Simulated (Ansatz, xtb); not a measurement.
## CH9NSi2: which of two conformers lies lower

Structure I is `C[SiH2]N[SiH3]`, a singlet and structure II is `C[SiH2]N[SiH3]`, a singlet. Both are isolated molecules in the gas phase, relaxed with PBE0-D3(BJ)/def2-SVP.

I (Å):

```xyz
13

C    -0.7343   -1.4636   -1.7786
N    -0.3689   -0.7758    1.1442
Si   -0.3033   -2.0485   -0.0491
Si    0.9319    0.0950    1.8995
H    -0.0335   -0.6834   -2.1137
H    -0.6889   -2.2996   -2.4949
H    -1.7524   -1.0447   -1.8132
H    -1.2589   -3.1362    0.3367
H     1.0909   -2.5852   -0.0257
H    -1.3048   -0.4670    1.3970
H     0.9859    1.5345    1.4849
H     0.8126    0.0791    3.3919
H     2.2069   -0.5661    1.4947
```

II (Å):

```csv
atom,x (Å),y (Å),z (Å)
C,-1.4051,0.3538,1.7596
N,0.5516,-0.3439,-0.3570
Si,0.3369,0.5763,1.1124
Si,-0.2675,-1.7706,-0.9212
H,-2.1512,0.6563,1.0094
H,-1.5467,0.9750,2.6578
H,-1.6047,-0.6914,2.0418
H,0.6080,2.0174,0.8089
H,1.3081,0.1717,2.1831
H,1.3902,-0.1099,-0.8828
H,-1.7201,-1.6712,-0.5901
H,0.2396,-3.0505,-0.3260
H,-0.0940,-1.8643,-2.4029
```

Task: Estimate E(II) − E(I) at the level CCSD(T)/def2-SVP + ΔMP2/def2-TZVPP.

Result: Too close to call at this level: CCSD(T)/def2-SVP + ΔMP2/def2-TZVPP gives E(II) − E(I) = +0.28 kcal/mol.

How the difference moves with the method:

```tsv
level	geometry	E(II) − E(I) (kcal/mol)	departure from the last row (kcal/mol)	job, with rough time for the two
PBE0-D3(BJ)/def2-SVP	PBE0-D3(BJ)/def2-SVP	+0.26	−0.02	optimisation, 66 s
HF/def2-SVP	PBE0-D3(BJ)/def2-SVP	+0.68	+0.40	part of the CCSD(T) run
MP2/def2-SVP	PBE0-D3(BJ)/def2-SVP	+0.38	+0.10	part of the CCSD(T) run
CCSD(T)/def2-SVP	PBE0-D3(BJ)/def2-SVP	+0.39	+0.11	single point
CCSD(T)/def2-SVP + ΔMP2/def2-TZVPP	PBE0-D3(BJ)/def2-SVP	+0.28		single point, 27 s
```

The largest departure from CCSD(T)/def2-SVP + ΔMP2/def2-TZVPP is that of HF/def2-SVP, 0.40 kcal/mol. A small imaginary or near-zero mode remains, so no thermal terms are given. Levels run at GFN2-xTB geometries aren't shown. The last row adds to CCSD(T) the change of the MP2 difference between the two basis sets, here −0.11 kcal/mol.

The correlated steps freeze 12 core orbitals. Run with Ansatz 0.2.0; the last row on 2 threads of Arm Neoverse V1 on a shared host.
